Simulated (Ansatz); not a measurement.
`NC[SiH2]O`, charge 0, multiplicity 1.

Q: Give a relaxed structure at PBE0-D4/def2-TZVP (Ansatz 0.2.0). (Estimate.)

A: Ansatz gave: 
Z-matrix (Å, degrees):
```
C
Si 1 1.883
N 1 1.468 2 106.3
H 1 1.095 2 107.0 3 -115.4
H 1 1.099 2 113.3 3 127.2
O 2 1.646 1 106.4 3 47.0
H 2 1.485 1 112.7 3 166.2
H 2 1.493 1 108.9 3 -73.1
H 3 1.012 1 111.5 2 -167.9
H 3 1.013 1 110.7 2 73.3
H 6 0.965 2 110.3 1 -27.5
```
This is one stationary point; other conformers may exist.
